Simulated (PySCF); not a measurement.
Computed shifts of a molecule C4H6OSe, KT2/pcSseg-1 in PySCF, GIAO, gas phase, atoms alike by connectivity averaged where their shifts nearly agree, in ppm (number of nuclei): ¹³C: 152.0 (1), 107.5 (1), 99.4 (1), 81.0 (1). ¹H: 7.58 (1), 5.67 (1), 5.57 (1), 5.48 (1), 5.41 (1), 3.29 (1). References: ¹³C against TMS (σ = 185.1 ppm); ¹⁷O against H2O (σ = 330.4 ppm); ⁷⁷Se against Me2Se (σ = 1692.1 ppm); ¹H against TMS (σ = 31.47 ppm), references at their B3LYP-D3(BJ)/def2-TZVP geometries, non-relativistic. Geometry: PBE0-D3(BJ)/def2-SVP. Other conformers were not sampled.

### Question
Identify the compound among the candidates.
A) CC1=C[Se]CO1
B) C=C1CO[C@H]1[SeH]
C) O=CC1C[Se]C1
D) O=CC1([SeH])CC1

### Answer
B, C=C1CO[C@H]1[SeH]
